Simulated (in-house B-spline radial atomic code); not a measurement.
Inner levels of chlorine as electrons are removed. A shift is the extra binding of the orbital against the neutral atom ([Ne] 3s2 3p5). Computed with a radial B-spline atomic code at the basis-set limit: non-relativistic Hartree-Fock, average of the configuration, point nuclei.

```json
{"ion": "Cl", "configuration": "[Ne] 3s2 3p5", "shift of 2p (eV)": "0", "shift of 1s (eV)": "0", "shift of 2s (eV)": "0", "radius of 2p (bohr)": "0.40571", "radius of 1s (bohr)": "0.091295", "radius of 2s (bohr)": "0.44171", "Σ<r²> (bohr²)": "27.633", "change of density at nucleus (bohr⁻³)": "-"}
{"ion": "Cl+", "configuration": "[Ne] 3s2 3p4", "shift of 2p (eV)": "12.827", "shift of 1s (eV)": "13.105", "shift of 2s (eV)": "12.878", "radius of 2p (bohr)": "0.40561", "radius of 1s (bohr)": "0.091293", "radius of 2s (bohr)": "0.44149", "Σ<r²> (bohr²)": "20.729", "change of density at nucleus (bohr⁻³)": "1.7843"}
{"ion": "Cl2+", "configuration": "[Ne] 3s2 3p3", "shift of 2p (eV)": "27.815", "shift of 1s (eV)": "28.628", "shift of 2s (eV)": "27.916", "radius of 2p (bohr)": "0.40533", "radius of 1s (bohr)": "0.091288", "radius of 2s (bohr)": "0.4411", "Σ<r²> (bohr²)": "15.636", "change of density at nucleus (bohr⁻³)": "4.0459"}
{"ion": "Cl3+", "configuration": "[Ne] 3s2 3p2", "shift of 2p (eV)": "44.749", "shift of 1s (eV)": "46.389", "shift of 2s (eV)": "44.893", "radius of 2p (bohr)": "0.40483", "radius of 1s (bohr)": "0.091282", "radius of 2s (bohr)": "0.44054", "Σ<r²> (bohr²)": "11.639", "change of density at nucleus (bohr⁻³)": "6.7508"}
{"ion": "Cl4+", "configuration": "[Ne] 3s2 3p1", "shift of 2p (eV)": "63.495", "shift of 1s (eV)": "66.28", "shift of 2s (eV)": "63.672", "radius of 2p (bohr)": "0.4041", "radius of 1s (bohr)": "0.091273", "radius of 2s (bohr)": "0.43978", "Σ<r²> (bohr²)": "8.3892", "change of density at nucleus (bohr⁻³)": "9.886"}
{"ion": "Cl5+", "configuration": "[Ne] 3s2", "shift of 2p (eV)": "83.959", "shift of 1s (eV)": "88.233", "shift of 2s (eV)": "84.152", "radius of 2p (bohr)": "0.40313", "radius of 1s (bohr)": "0.091262", "radius of 2s (bohr)": "0.43883", "Σ<r²> (bohr²)": "5.6842", "change of density at nucleus (bohr⁻³)": "13.448"}
{"ion": "Cl6+", "configuration": "[Ne] 3s1", "shift of 2p (eV)": "106.6", "shift of 1s (eV)": "112.26", "shift of 2s (eV)": "106.17", "radius of 2p (bohr)": "0.40179", "radius of 1s (bohr)": "0.09126", "radius of 2s (bohr)": "0.43895", "Σ<r²> (bohr²)": "3.5412", "change of density at nucleus (bohr⁻³)": "-0.30646"}
{"ion": "Cl7+", "configuration": "[He] 2s2 2p6", "shift of 2p (eV)": "130.59", "shift of 1s (eV)": "137.9", "shift of 2s (eV)": "129.44", "radius of 2p (bohr)": "0.40027", "radius of 1s (bohr)": "0.091258", "radius of 2s (bohr)": "0.43835", "Σ<r²> (bohr²)": "1.6641", "change of density at nucleus (bohr⁻³)": "-16.742"}
{"ion": "Cl8+", "configuration": "[He] 2s2 2p5", "shift of 2p (eV)": "185.81", "shift of 1s (eV)": "208.1", "shift of 2s (eV)": "177.9", "radius of 2p (bohr)": "0.38682", "radius of 1s (bohr)": "0.091152", "radius of 2s (bohr)": "0.42926", "Σ<r²> (bohr²)": "1.3759", "change of density at nucleus (bohr⁻³)": "-2.5553"}
```
